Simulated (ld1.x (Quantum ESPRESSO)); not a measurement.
gold (Au): one change to a TM potential, before and after

- Element: gold
- Generator: ld1.x (Quantum ESPRESSO) 7.5
- Type: norm-conserving Troullier–Martins (Kleinman–Bylander form)
- Functional: PBE
- Relativity: scalar-relativistic
- Frozen core: [Xe] 4f14
- Valence charge: 11
- Reference configuration: 5d9 6s2 6p0
- Partial waves: 6s (bound): rc 2.05 bohr; 6p (bound, empty): rc 3.20 bohr; 5d (bound): rc 1.85 bohr; 5f channel at -0.15 Ry: rc 2.90 bohr
- Local potential: all-electron potential smoothed inside 3.00 bohr (lloc = -1)
- Core correction: a·sin(br)/r model core, default radius (core density twice the valence density)

Change: wave 6s (bound): rc 2.05 bohr becomes 6s (bound): rc 1.42 bohr.

Cutoffs: the cutoffs (Ry, on a coarse ladder) from which the occupation-weighted sum of valence levels, in a spherical-Bessel basis at the reference potential, stays within 10 and 1 mRy of its value at 400 Ry; they do not see the model core or the augmentation charge, which bear on the density cutoff. Errors are all-electron minus pseudo energies relative to the spin-unpolarised reference configuration.

Problem. How do hardness, ghosts and transferability respond?

Solution. The potential gets harder (45 Ry and 70 Ry → 110 Ry and 300 Ry); a bound ghost appears in s, which as a rule spoils a file; of the 7 tests that both files solve, the error grows in 4 and shrinks in 0 by more than 15 % and 0.3 meV (median size 107.5 → 103.6 meV). A smaller radius makes the pseudo-wave follow the all-electron one further in, where it bends more sharply, so more plane waves are needed. That the errors move this way runs against the usual rule that smaller radii transfer better.

| quantity | base | changed |
| --- | --- | --- |
| cutoff, loose | 45 Ry | 110 Ry |
| cutoff, tight | 70 Ry | 300 Ry |
| loose cutoff by channel (10 mRy a level) | s 8 Ry, d 40 Ry | s 110 Ry, d 40 Ry |
| bound ghosts | none | s |
| error for 5d10 6s1 6p0, meV [ΔE -1.69 eV] | -81 | -70 |
| error for 5d10 6s0 6p0, meV [ΔE 7.72 eV] | -141 | -130 |
| error for 5d9 6s0 6p0, meV [ΔE 28.92 eV] | -63 | -104 |
| error for 5d9 6s1 6p1, meV [ΔE 5.80 eV] | -4.7 | -16 |
| error for 5d10 6s0.5 6p0, meV [ΔE 2.08 eV] | -108 | -95 |
| error for 5d7 6s0 6p0, meV [ΔE 110.51 eV] | -615 | -859 |
| error for 5d8 6s0 6p0, meV [ΔE 62.80 eV] | -181 | -306 |
| s: phases at 3.49 bohr within 0.05 rad from the reference energy up to (Ry; the scan ends near 5) | 1.5 | 1.0 |
| p: phases at 3.49 bohr within 0.05 rad from the reference energy up to (Ry; the scan ends near 5) | 1.7 | 1.7 |
| d: phases at 3.49 bohr within 0.05 rad from the reference energy up to (Ry; the scan ends near 5) | 0.6 | 0.6 |
| f: phases at 3.49 bohr within 0.05 rad from the reference energy up to (Ry; the scan ends near 5) | 2.9 | 2.9 |

 A true bound ghost makes a file unfit for plane-wave use even where its test errors are small: the radial tests pick states by their node count and pass the ghost by.
